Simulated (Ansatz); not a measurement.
Geometry optimisation, RKS B3LYP/def2-SVP (Ansatz).

The input (input.yaml):

```yaml
crystal:
  periodic: [false, false, false]
  atoms:
    - { symbol: Ga, position_ang: [-0.291563, -0.533361, 0.202278] }
    - { symbol: Br, position_ang: [1.948235, -1.294258, -0.143466] }
    - { symbol: O, position_ang: [-1.527872, -0.624364, -1.067652] }
    - { symbol: O, position_ang: [-0.844768, 0.088897, 1.769594] }
    - { symbol: H, position_ang: [1.30321, 1.397643, -0.661279] }
    - { symbol: H, position_ang: [0.825428, 1.915227, -0.67472] }
    - { symbol: H, position_ang: [-1.234423, -1.030604, -1.894717] }
    - { symbol: H, position_ang: [-0.178347, 0.080919, 2.470062] }
basis:
  gaussian: { orbitals: def2-SVP }
hamiltonian:
  xc: b3lyp
relax:
  f_tol: 0.03
  max_steps: 50
output:
  orbitals: {}
```

Command:

```bash
$ ansatz run input.yaml --threads 2 --pin off --max-ram 3072MiB --backend cpu --events-out ev --progress --plain --runs-dir out
```

Q: Where does it end, and by what steps?

A: The forces met the threshold. The force dipped under the threshold on the way, but the program's further checks kept it going. After 9 steps the energy has fallen by 0.152 eV; Br2 moved furthest, 0.44 Å.

```json
{"step": "0", "energy less start (eV)": "0.0000", "largest force component (eV/Å)": "1.849", "accepted": "yes"}
{"step": "1", "energy less start (eV)": "-0.1338", "largest force component (eV/Å)": "0.222", "accepted": "yes"}
{"step": "2", "energy less start (eV)": "-0.1094", "largest force component (eV/Å)": "0.621", "accepted": "no"}
{"step": "3", "energy less start (eV)": "-0.1374", "largest force component (eV/Å)": "0.292", "accepted": "yes"}
{"step": "4", "energy less start (eV)": "-0.1456", "largest force component (eV/Å)": "0.077", "accepted": "yes"}
{"step": "5", "energy less start (eV)": "-0.1466", "largest force component (eV/Å)": "0.062", "accepted": "yes"}
{"step": "6", "energy less start (eV)": "-0.1481", "largest force component (eV/Å)": "0.061", "accepted": "yes"}
{"step": "7", "energy less start (eV)": "-0.1504", "largest force component (eV/Å)": "0.060", "accepted": "yes"}
{"step": "8", "energy less start (eV)": "-0.1512", "largest force component (eV/Å)": "0.014", "accepted": "yes"}
{"step": "9", "energy less start (eV)": "-0.1515", "largest force component (eV/Å)": "0.020", "accepted": "yes"}
```

```xyz
8
Properties=species:S:1:pos:R:3
Ga -0.277 -0.635 0.225
Br 1.771 -1.670 -0.007
O -1.463 -0.606 -1.097
O -0.775 0.116 1.757
H 1.331 1.701 -0.749
H 0.685 2.099 -0.686
H -1.161 -1.053 -1.899
H -0.111 0.049 2.456
```

Run time: 30 s on 2 threads of Intel(R) Xeon(R) 6975P-C (Granite Rapids), with other jobs on the host, peak memory 0.3 GiB.
